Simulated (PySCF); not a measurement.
A GIAO shielding run with PySCF 2.14 (density fitting, non-relativistic, gas phase) on `Cc1snnc1[SiH3]`, C₃H₆N₂SSi:

```
$ OMP_NUM_THREADS=1 python probes_run.py task.json out

{"job": {"kind": "nmr", "xc": "PBE0", "basis": "pcSseg-1"}, "charge": 0, "multiplicity": 1}
C     -1.547881    -0.923780     0.279236
C     -0.895287     0.389049     0.069563
S     -1.762286     1.877609     0.045064
N     -0.352593     2.728152    -0.208219
N      0.658592     1.994430    -0.270509
C      0.440483     0.672115    -0.124169
Si     1.897556    -0.514414    -0.193619
H     -0.840275    -1.725765     0.081379
H     -1.899355    -1.014053     1.307767
H     -2.408821    -1.034326    -0.378812
H      1.961057    -1.233124     1.083762
H      3.101391     0.265827    -0.441524
H      1.643032    -1.481232    -1.267646
```

Hardware: 1 thread of an Arm Neoverse V1, shared host. The job also computes population analyses, field gradients, ring-centre shieldings.

(1) How large is the calculation?

(2) How long does it take, and how much memory does it need?

## Answers

(1) 68 electrons, 163 basis functions and 883 auxiliary functions.

(2) 25 s of wall time, with 14 SCF cycles and 5 response iterations; peak memory 0.81 GiB. Times on a shared host scatter by some tens of per cent.
